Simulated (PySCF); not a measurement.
A calculated (M06-L, PySCF 2.14, x2c-QZVPPall, the spin-free X2C one-electron Hamiltonian (Gaussian nucleus)) atom or ion has these occupied shells.

```json
{"shell": "1s α", "electrons": "1", "orbital energy (eV)": "-27759.9", "rms radius, mean of both spins (bohr)": "0.0341"}
{"shell": "1s β", "electrons": "1", "orbital energy (eV)": "-27759.8", "rms radius, mean of both spins (bohr)": "0.0341"}
{"shell": "2s α", "electrons": "1", "orbital energy (eV)": "-4183.5", "rms radius, mean of both spins (bohr)": "0.139"}
{"shell": "2s β", "electrons": "1", "orbital energy (eV)": "-4183.5", "rms radius, mean of both spins (bohr)": "0.139"}
{"shell": "2p α", "electrons": "3", "orbital energy (eV)": "-3752.7", "rms radius, mean of both spins (bohr)": "0.124"}
{"shell": "2p β", "electrons": "3", "orbital energy (eV)": "-3752.7", "rms radius, mean of both spins (bohr)": "0.124"}
{"shell": "3s α", "electrons": "1", "orbital energy (eV)": "-809.39", "rms radius, mean of both spins (bohr)": "0.371"}
{"shell": "3s β", "electrons": "1", "orbital energy (eV)": "-809.37", "rms radius, mean of both spins (bohr)": "0.371"}
{"shell": "3p α", "electrons": "3", "orbital energy (eV)": "-666.43", "rms radius, mean of both spins (bohr)": "0.373"}
{"shell": "3p β", "electrons": "3", "orbital energy (eV)": "-666.39", "rms radius, mean of both spins (bohr)": "0.373"}
{"shell": "3d α", "electrons": "5", "orbital energy (eV)": "-445.20", "rms radius, mean of both spins (bohr)": "0.353"}
{"shell": "3d β", "electrons": "5", "orbital energy (eV)": "-445.16", "rms radius, mean of both spins (bohr)": "0.353"}
{"shell": "4s α", "electrons": "1", "orbital energy (eV)": "-132.50", "rms radius, mean of both spins (bohr)": "0.904"}
{"shell": "4s β", "electrons": "1", "orbital energy (eV)": "-132.29", "rms radius, mean of both spins (bohr)": "0.904"}
{"shell": "4p α", "electrons": "3", "orbital energy (eV)": "-89.809", "rms radius, mean of both spins (bohr)": "0.986"}
{"shell": "4p β", "electrons": "3", "orbital energy (eV)": "-89.623", "rms radius, mean of both spins (bohr)": "0.986"}
{"shell": "4d α", "electrons": "5", "orbital energy (eV)": "-28.171", "rms radius, mean of both spins (bohr)": "1.28"}
{"shell": "4d β", "electrons": "5", "orbital energy (eV)": "-27.859", "rms radius, mean of both spins (bohr)": "1.28"}
{"shell": "5s α", "electrons": "1", "orbital energy (eV)": "-16.186", "rms radius, mean of both spins (bohr)": "2.60"}
{"shell": "5p α", "electrons": "1", "orbital energy (eV)": "-9.624", "rms radius, mean of both spins (bohr)": "3.31"}
```

(1) Name the element and its charge.

Answers

(1) In⁺ (indium, charge +1), in [Kr] 4d10 5s1 5p1, high-spin 3P determinant (an excited configuration).
